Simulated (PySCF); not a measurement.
GeH₃, SMILES [GeH3], multiplicity 2. Coordinates come from a PBE-D3(BJ)/def2-TZVPD optimisation. The isomer is the one that the SMILES or the coordinates give; other isomers of the formula were not compared.

Question: Give the equilibrium geometry at PBE-D3(BJ)/def2-TZVPD (PySCF confirms it by a frequency run) as a Z-matrix, and its point group. (Estimate from the structure and the level; the computed values follow.)

Answer: point group C3v.
```
Ge
H 1 1.5512
H 1 1.5512 2 110.91
H 1 1.5512 2 110.91 3 123.71
```
Charge 0, spin multiplicity 2.
